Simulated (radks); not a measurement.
The numbers below are computed, except where a source is named.
Orbital eigenvalues (eV) of the zirconium ion Zr12+, [Ar] 3d10, at several levels of relativity; Dirac values are averaged over j with weights 2j + 1. Spin-unpolarised spherical Kohn-Sham, PBEsol, point nucleus unless stated (finite: rms radius 4.2694 fm), a radial shooting solver on a logarithmic mesh with Libxc functionals. A level marked "c x" has the speed of light scaled by that factor and shares open shells by 2j + 1; other Dirac levels either fill j = l - 1/2 first or share by 2j + 1.

\begin{tabular}{lrrrrr}
shell & non-rel. & Dirac, 2j+1 shares & Dirac, 2j+1 shares, finite nucleus & Dirac, c x 1.25 & change of magnitude, last against first (%) \\ \hline
1s & -17653 & -18051 & -18051 & -17904 & +1.42 \\
2s & -2611.8 & -2705.3 & -2705.2 & -2670.6 & +2.25 \\
2p & -2414.9 & -2440.7 & -2440.7 & -2431.2 & +0.68 \\
3s & -615.98 & -634.06 & -634.05 & -627.34 & +1.84 \\
3p & -541.68 & -547.27 & -547.27 & -545.21 & +0.65 \\
3d & -406.22 & -404.38 & -404.38 & -405.05 & -0.29 \\
4s (empty) & -242.82 & -247.35 & -247.35 & -245.67 & +1.17 \\
4p (empty) & -218.07 & -219.60 & -219.60 & -219.04 & +0.44 \\
\end{tabular}
